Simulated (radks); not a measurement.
The numbers below are computed, except where a source is named.
Task: Coherent X-ray form factor from a spherical all-electron density. Code: a radial shooting solver on a logarithmic mesh with Libxc functionals. Model: scalar-relativistic Kohn-Sham, PBE, spin-polarised, spherical densities, finite nucleus; Fermi nuclear charge, rms radius of each element as measured or else 0.836 A^(1/3) + 0.57 fm.

sin(theta)/lambda (1/angstrom),f0 (electrons)
0.05,52.845
0.1,52.384
0.15,51.631
0.2,50.607
0.25,49.340
0.3,47.862
0.4,44.428
0.5,40.617
0.6,36.722
0.8,29.576
1,24.056
1.25,19.514
1.5,16.767
2,13.284

The species is in the configuration that NIST lists as its ground one. Which atom or ion scatters so?

Result: The lutetium ion Lu18+, [Kr] 4d10 4f7. Extrapolating in s^2 from the first two rows gives f0(0) = 53.0, near the electron count 53; among species with that count, the fall with angle is slower the higher Z, and the table is that of Z = 71; from so few rows the species is fixed only to a neighbour or two.
